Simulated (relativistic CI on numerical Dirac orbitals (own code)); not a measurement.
## Co XXI: q coefficients and field-shift factors

Method of calculation: Dirac-Coulomb-Breit CI, orbitals from a KLI potential per configuration, derivatives by finite differences, unscaled Slater integrals, QED left out (own radial code, finite nucleus).

CI space (outside the closed core 1s2): 2s2.2p3, 2s.2p4, 2p5, 2p4.3s, 2p4.3p, 2p4.3d, 2s2.2p2.3s, 2s2.2p2.3p. Levels of other configurations are missing.

With x = (α/α₀)² − 1 an excitation energy changes as ω = ω₀ + qx; K = 2q/ω₀ is the relative enhancement. Terms are leading LS components, so labels can repeat. The field-shift factor is F = δν/δ⟨r²⟩ for the transition from the lowest level.

Lowest level 2s2.2p3 4S°_3/2.

```tsv
Level	ω₀ (cm⁻¹)	q (cm⁻¹)	F (GHz/fm²)
2s2.2p3 2D°_3/2	149596	23870	-0.177
2s2.2p3 2D°_5/2	195184	67160	0.189
2s2.2p3 2P°_1/2	279666	75190	-2.43
2s2.2p3 2P°_3/2	359237	189000	-2.4
2s.2p4 4P_5/2	801458	118400	-108
2s.2p4 4P_3/2	881755	201600	-108
2s.2p4 4P_1/2	905790	207100	-108
2s.2p4 2D_3/2	1119657	168600	-110
2s.2p4 2D_5/2	1139920	206300	-110
2s.2p4 2S_1/2	1280540	179200	-111
2s.2p4 2P_3/2	1334495	193500	-113
2s.2p4 2P_1/2	1449396	315000	-113
2p5 2P°_3/2	2103617	259200	-217
2p5 2P°_1/2	2230937	389700	-218
2s2.2p2.3s 4P_1/2	7827339	-89080	36.6
2s2.2p2.3s 4P_3/2	7910094	24520	36.6
2s2.2p2.3s 2P_1/2	7940375	18670	36.5
2s2.2p2.3s 4P_5/2	7957560	46910	36.4
2s2.2p2.3s 2P_3/2	7988461	33900	36.4
2s2.2p2.3p 4D°_1/2	8040275	-82650	7.75
2s2.2p2.3p 4D°_3/2	8091642	-32880	7.67
2s2.2p2.3s 2D_5/2	8109318	132200	35.9
2s2.2p2.3p 2S°_1/2	8120722	33850	7.81
```

At this charge energies of transitions that change n are usually good to better than 1 %, and those within a shell (Δn = 0) to a few per cent.

Which transition from the lowest level has the largest |K|?

2s2.2p3 2P°_3/2 at 359237 cm⁻¹, K = 1.05.
